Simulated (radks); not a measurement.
Results of a calculation; reference values are marked as such.
Ionisation of Tl+, [Hg], to Tl2+, [Xe] 4f14 5d10 6s1, under several functionals. Dirac Kohn-Sham, spin-unpolarised, spherical densities, point nucleus; a radial shooting solver on a logarithmic mesh with Libxc functionals.

functional         E(Tl+) (hartree)  Exc (hartree)  IE (eV)  -e(HOMO) (eV)  <r> HOMO (bohr)  IE error (eV)
OLYP                    -20295.7174      -389.0563   20.490         16.030            2.393         +0.062
revPBE                  -20289.0743      -382.1780   20.658         16.201            2.389         +0.229
PW91                    -20290.5444      -383.6618   20.882         16.402            2.387         +0.454
HCTH/407                -20300.0936      -393.5987   20.838         16.375            2.387         +0.410
SOGGA                   -20282.5290      -375.5704   20.714         16.251            2.381         +0.286
exchange-only PBE       -20283.7537      -376.7907   19.932         15.444            2.425         -0.496

NIST Atomic Spectra Database: 20.428 eV (measured). Closest: OLYP. The Delta-SCF values span 0.95 eV, the total energies 17.56 hartree. The highest occupied level is 6s1/2. Spin polarisation and multiplet splitting are left out, so open shells lie too high by an amount that depends on their filling.

Beside tabulated values, note that spin-unpolarised runs miss the spin-polarisation part of the exchange energy of open shells.
